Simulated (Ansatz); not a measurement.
A structure relaxed at PBE0-D4/def2-TZVP, charge 0, multiplicity 1:

```tsv
atom	x (Å)	y (Å)	z (Å)
C1	0.6466	1.6581	-0.4295
C2	0.1229	0.4435	0.3188
C3	0.9982	0.0810	1.5072
N4	-0.0274	-0.6929	-0.5829
Si5	-1.4627	-1.4925	-0.9070
Cl6	-2.3105	-2.2946	0.7691
Cl7	-2.8809	-0.2437	-1.6794
Cl8	-1.0619	-2.9768	-2.2364
H9	0.7273	2.5218	0.2344
H10	1.6420	1.4548	-0.8369
H11	-0.0147	1.9153	-1.2586
H12	-0.8801	0.6806	0.6934
H13	0.5865	-0.7758	2.0431
H14	2.0076	-0.1784	1.1726
H15	1.0818	0.9201	2.2017
H16	0.8252	-1.0205	-1.0096
```

Question: Give its formula and SMILES.

Answer: C3H8Cl3NSi, `CC(C)N[Si](Cl)(Cl)Cl`.

Question: Point group (tolerance 0.08 Å, 0.16 Å for H)?

Answer: C1.

Question: Summarise the bond lengths by kind.

Answer: 2 × C–C 1.520 Å; 7 × C–H 1.091 to 1.097 Å; 1 × C–N 1.458 Å; 1 × N–Si 1.675 Å; 1 × H–N 1.008 Å; 3 × Cl–Si 2.033 to 2.042 Å.

Program: Ansatz 0.2.0.
